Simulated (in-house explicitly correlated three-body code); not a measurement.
Computed with an exponentially correlated three-body code. Model: two electrons around a point charge, non-relativistic, variational in 260 exponentially correlated functions (energies converged to about 1e-7 hartree, or 1e-8 relative for large Z).

Command:
```bash
python run_hyl.py task.json out
```
Settings (lengths in bohr, energies in hartree):
```
Z                      1.25
screening              0.75
interaction_strength   1
functions              260
states_tried           1
```

Time taken, with all properties: 4.3 s on 1 thread of Intel(R) Xeon(R) 6975P-C (Granite Rapids), on a shared host.

**Ground state only, binding against the one-electron ion.**

Given: nuclear charge 1.25; Yukawa screening of all interactions 0.75 1/bohr.

Computed: one-electron threshold -0.165837355 hartree.

```csv
term,energy (hartree),binding (eV)
1 1S,-0.190531362,0.67196
```

**Converged states only, values per electron or pair (inverse distances are <exp(-kr)/r>).**

```
term  mean r (bohr)  mean r squared (bohr²)  mean inverse r (1/bohr)  mean r12 (bohr)  mean inverse r12 (1/bohr)  mean cosine  mean p1 dot p2 (bohr⁻²)  delta r1 (bohr⁻³)  delta r12 (bohr⁻³)
1 1S         2.6645                  11.978                  0.34907           4.2593                    0.07043    -0.048585                  0.01798               0.24            0.004642
```
